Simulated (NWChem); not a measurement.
# SiHSBr, singlet; SMILES S[Si]Br

```xyz
4

Si     1.0623    -0.6326    -0.0076
Br    -0.1815     1.2563     0.0079
S     -0.5673    -2.0290    -0.0116
H      0.2502    -3.1091    -0.0207
```
Atoms are numbered in this order, from 1.

All runs: NWChem. Low-valent species are run as closed-shell singlets; no triplet was tried in these runs. Coordinates come from a PBE0/def2-SVP optimisation. Static field.

```tsv
level	isotropic polarisability (bohr³)	anisotropy (bohr³)
PBE/aug-cc-pVDZ	77.7	39.9
B3LYP/aug-cc-pVDZ	75.8	38.0
BHandHLYP/aug-cc-pVDZ	___	___
LDA (Slater exchange, VWN5)/aug-cc-pVDZ	77.8	40.2
```

**Question.** Some entries are withheld; supply them.

**Answer.** 
- BHandHLYP/aug-cc-pVDZ, isotropic polarisability (bohr³): 73.3
- BHandHLYP/aug-cc-pVDZ, anisotropy (bohr³): 35.4
